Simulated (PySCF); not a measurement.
MoO2Cl2, SMILES [O]=[Mo](=[O])([Cl])[Cl], multiplicity 1. Atoms are numbered in the order given.

```xyz
5

Mo     0.0000     0.0000    -0.2933
O      0.0000    -1.3290    -1.2872
O      0.0000     1.3290    -1.2872
Cl    -1.8707     0.0000     0.9680
Cl     1.8707     0.0000     0.9680
```
Charge 0, spin multiplicity 1.

Geometry: PBE0-D3(BJ)/def2-SVP. The multiplicity is an assumed one; other spin states were not compared. The isomer is the one that the SMILES or the coordinates give; other isomers of the formula were not compared. The def2 effective core potentials stand for the cores of Mo; spin–orbit coupling is left out.

Calculation: PBE0-D3(BJ)/def2-SVP in PySCF.

Frequencies are harmonic and unscaled.

```tsv
mode	ν (cm⁻¹)	IR (km/mol)	moving atoms (share of kinetic energy)
1	116	0.9	Cl 80 %, Mo 15 %
2	176	5.4	O 43 %, Mo 29 %, Cl 28 %
3	210	0.0	O 81 %, Cl 19 %
4	238	4.7	O 67 %, Cl 25 %
5	350	2.3	O 63 %, Cl 37 %
6	441	26.7	Cl 47 %, O 28 %, Mo 25 %
7	456	100.3	Cl 55 %, Mo 42 %
8	1058	178.8	O 81 %, Mo 19 %
9	1088	117.5	O 88 %, Mo 12 %
```
